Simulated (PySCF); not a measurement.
An unknown is described by computed data only.

Elements present: C, F, H, O and Si. Monoisotopic mass: 162.0512 u.

- 1H NMR: chemical shifts (computed TMS as zero) by class: 10.53 (1 H), 6.14 (1 H), 5.21 (2 H), 4.42 (1 H), 1.37 (6 H) ppm [GIAO PBE0/pcSseg-1]
- NMR, other nuclei: isotropic shieldings of nuclei other than C and H, by class: -371 (1 O), 290 (1 O), 279 (1 F), 400 (1 Si) ppm [GIAO PBE0/pcSseg-1]
- 13C NMR: chemical shifts (computed TMS as zero) by class: 193.6 (1 C), 190.3 (1 C), 131.0 (1 C), 70.5 (1 C), 27.3 (2 C) ppm [GIAO PBE0/pcSseg-1]
- Rotational structure: rotational constants A, B, C: 1.806, 0.536, 0.423 GHz [GFN2-xTB]
- Dipole: 5.22 D [PBE0/pcSseg-1]

Gas-phase values; electronic properties from PySCF, density fitting. Levels stand in brackets. Isolated species at its GFN2-xTB geometry (one conformer only). NMR classes are plain means over equivalent atoms (diastereotopic ones count apart unless rotation or inversion swaps them), as if these changed places fast.

Question: Which formula fits the mass and the elements?

Answer: C6H11FO2Si (calculated 162.0512). No other formula that holds each of these elements comes within 0.0003 u with a fitting electron parity and a possible valence count.

Question: Propose a structure and show how it fits.

Answer: Numbering: `[CH3:1][CH:2]([CH3:3])[O:4][SiH2:5]/[C:6]([F:7])=[CH:8]/[CH:9]=[O:10]`. Its formula, C6H11FO2Si, gives 2 degrees of unsaturation: 0 rings and 2 π bonds in the structure found. 6 carbons fall into 5 classes; from least to most shielded: vinylic C–F carbon [C6] (193.6 ppm), aldehyde carbon [C9] (190.3 ppm), alkene CH carbon [C8] (131.0 ppm), sp3 carbon bound to oxygen [C2] (70.5 ppm), methyl carbon [C1/C3] (27.3 ppm, 2 C). Hydrogen classes from least to most shielded: 1 H on an aldehyde carbon, C9 (10.53 ppm), 1 H on an alkene CH carbon, C8 (6.14 ppm), 2 H on an oxygen-bound silicon, Si5 (5.21 ppm), 1 H on an sp3 carbon bound to oxygen, C2 (4.42 ppm), 6 H on 2 methyl carbons, C1/C3 (1.37 ppm, a mean of values up to 0.7 ppm apart in this geometry). The other shieldings belong to: -371 ppm, aldehyde oxygen [O10]; 290 ppm, silyl ether oxygen [O4]; 279 ppm, vinyl fluorine [F7]; 400 ppm, oxygen-bound silicon [Si5]. The optimised geometry has point group C1 and is an asymmetric top. Structure: `CC(C)O[SiH2]/C(F)=C/C=O`. Computed isomers that give other values at the same levels: `C=C(O[SiH2][C@H](C)F)C(C)=O` (13C chemical shifts (computed TMS as zero) by class: 203.4 (1 C), 160.0 (1 C), 110.6 (1 C), 87.9 (1 C), 25.6 (1 C), 20.4 (1 C) ppm); `CC/C([SiH3])=C(/OC)C(=O)F` (13C chemical shifts (computed TMS as zero) by class: 170.3 (1 C), 160.3 (1 C), 151.1 (1 C), 58.8 (1 C), 28.9 (1 C), 16.9 (1 C) ppm); `COC[Si@@H]1COC=C[C@@H]1F` (13C chemical shifts (computed TMS as zero) by class: 160.0 (1 C), 102.1 (1 C), 76.4 (1 C), 65.8 (1 C), 63.6 (1 C), 56.7 (1 C) ppm). The assignments are read from this structure; whether some other isomer fits the data as well wasn't checked.

Conformer computed: `[CH3:1][CH:2]([CH3:3])[O:4][SiH2:5]/[C:6]([F:7])=[CH:8]/[CH:9]=[O:10]`: C1–C2–O4–Si5 -35°, C2–O4–Si5–C6 -177°, O4–Si5–C6–F7 -179°, C6–C8–C9–O10 180°.
